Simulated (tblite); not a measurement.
Compound: C₆H₇FS.
Cartesian coordinates in Å at the GFN2-xTB level; atoms count from 1:
```xyz
15
C6H7FS angstrom
C      3.8371    0.3147    0.2929
C      2.8168   -0.1729   -0.0965
C      1.5509   -0.7142   -0.5488
C      0.4001    0.1892   -0.1207
F      0.4429    1.3745   -0.8044
S     -1.1995   -0.6497   -0.4545
C     -2.2923    0.5402    0.2434
C     -3.5976    0.3621    0.3384
H      4.7465    0.7208    0.6214
H      1.5500   -0.7948   -1.6390
H      1.3940   -1.7080   -0.1226
H      0.4464    0.4398    0.9461
H     -1.7968    1.4436    0.5623
H     -4.0743   -0.5407   -0.0007
H     -4.2285    1.1241    0.7608
```

Computed values, GFN2-xTB/tblite, gas phase, harmonic and unscaled. Errors from tens to a few hundred cm⁻¹ against measured bands are possible. One conformer, not necessarily the lowest.

Harmonic wavenumbers (cm⁻¹): 33.4, 57.7, 63.2, 87.6, 166.0, 255.7, 297.4, 313.0, 359.2, 422.3, 472.8, 563.5, 644.4, 662.4, 717.5, 760.9, 847.3, 865.6, 978.4, 986.6, 1012.2, 1018.9, 1076.1, 1137.3, 1185.6, 1248.0, 1265.7, 1304.7, 1379.0, 1421.2, 1655.6, 2298.3, 2909.2, 2970.9, 2979.8, 3081.2, 3113.6, 3145.0, 3401.9.

A = 5372, B = 764.8, C = 715.7 MHz; mass 130.025 u (most abundant isotopes); point group C1, symmetry number 1.

Task: What is the zero-point energy?

Result: Half the sum of the wavenumbers: 23580 cm⁻¹ = 67.42 kcal/mol.

Task: What is S at 350 K and 1 bar for an ideal gas of classical rigid rotors and harmonic oscillators?

Result: Translation 41.32, rotation 29.56, vibration 35.46: S = 106.3 cal/(mol K).

Task: And Cp and H(350 K) − H(0)?

Result: Cp = 39.75 cal/(mol K), of which vibrations give 31.80 (their classical limit is 39 R = 77.5); H(350 K) − H(0) = 8.78 kcal/mol without the zero-point energy, 6.00 from vibrations.

Task: What must be added to the electronic energy to get the Gibbs energy at 350 K and 1 bar?

Result: ZPE + [H(350 K) − H(0)] − T·S = 67.42 + 8.78 − 37.22 = 38.98 kcal/mol.

Task: Which modes carry the vibrational entropy at 350 K?

Result: 33.4 cm⁻¹: 5.93; 57.7 cm⁻¹: 4.85; 63.2 cm⁻¹: 4.67; 87.6 cm⁻¹: 4.03; 166.0 cm⁻¹: 2.78; 255.7 cm⁻¹: 1.98 cal/(mol K); the other 33 give 11.22 together.

Task: Blend soft modes into free rotors: weight 1/[1 + (100 cm⁻¹/ν̃)⁴] for the oscillator and the rest for a rotor with moment μB/(μ + B), μ = h/(8π²ν), B = 10⁻⁴⁴ kg m². What vibrational entropy results?

Result: 30.89 cal/(mol K) in place of 35.46, which changes −T·S at 350 K by +1.60 kcal/mol.

Hindered rotation and anharmonicity are outside this model. Other conformers, if any are populated, would add a mixing term that is left out. The structure is chiral; the term R ln 2 for an equal mix with its mirror image is left out.

Hardware: Arm Neoverse N1, one thread (shared host). This covers the Hessian and the dipole derivatives.
